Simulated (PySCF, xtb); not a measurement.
siletan-1-amine (C3H9NSi), SMILES N[SiH]1CCC1.

GFN2-xTB in xtb at its own geometry gives an orbital gap of 5.30 eV and a dipole moment of 1.47 D.

Geometry: PBE0-D3(BJ)/def2-SVP. Other conformers were not sampled.

Problem. What does PySCF with PBE/def2-TZVP give? (An estimate is asked for; the answer gives what the named calculation found.)

Solution. gap 5.67 eV (levels -5.68 and 0.00 eV), dipole 1.25 D.
